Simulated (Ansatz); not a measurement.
Basis-set extrapolation for `C=C[SiH2]O[SiH2]F` (PBE0-D4/def2-TZVP geometry, frozen core, Ansatz 0.2.0). Multiplicity 1, RHF reference.

|  | def2-TZVPP | def2-QZVPP |
| --- | --- | --- |
| HF | -832.270187 | -832.301586 |
| MP2 correlation | -1.044006 | -1.127233 |
| CCSD(T) correlation | -1.132703 | not run |

Energies in hartree. Use E(X) = E(∞) + A·exp(−7.88·√X) for Hartree–Fock and E(X) = E(∞) + B·X^(−2.97) for correlation, with X = 3 and 4, and add CCSD(T) minus MP2 of the smaller set to the MP2 limit.

What is the CCSD(T) energy at the basis-set limit?

HF limit: -832.301586 + (-0.031399) × 0.13774 = -832.30591. MP2 limit: -1.127233 + (-0.083227) × 0.74074 = -1.18888. Higher-order term: -1.132703 − (-1.044006) = -0.08870. Total: -833.58349 hartree, 474.2 kJ/mol below CCSD(T)/def2-TZVPP.
